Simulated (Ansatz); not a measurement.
Consider the formal exchange of groups at the In–C bond: `C[CH2][InH][F]` + `C=CC(O)=S` → `C=[CH][InH][F]` + `CCC(O)=S`.

Computed with Ansatz on PBE0-D4/def2-TZVP structures; ΔE is electronic, products minus reactants. CCSD(T)/CBS adds triple-zeta CCSD(T) − MP2 to the extrapolated MP2 energy (def2 sets, frozen cores). DFT in def2-TZVPP. Elements past krypton have def2 core potentials. For In outer-core shells are correlated without core-valence functions, which leaves a few kJ/mol of doubt a bond. One conformer a species, not always the lowest.

| level | ΔE (kcal/mol) |
| --- | --- |
| ωB97M-V | 5.9 |
| PBE0 | 7.5 |
| HF/def2-TZVPP | 4.7 |
| SCS-MP2/def2-TZVPP | 5.5 |

What does CCSD(T)/CBS give? (Estimate.)

The calculation gave: +6.1 kcal/mol. The listed levels differ from it by -0.2, 1.4, -1.4, -0.6 kcal/mol.

Largest T1 diagnostic among the species: 0.018.

From PBE to PBE0 (25 % exact exchange), in def2-TZVPP and without D4, ΔE moves by −0.9 kcal/mol. In def2-TZVPP, CCSD(T) changes the Hartree–Fock value by +0.8 kcal/mol (the triples alone add +0.4 kcal/mol) and MP2 by +1.4 kcal/mol.
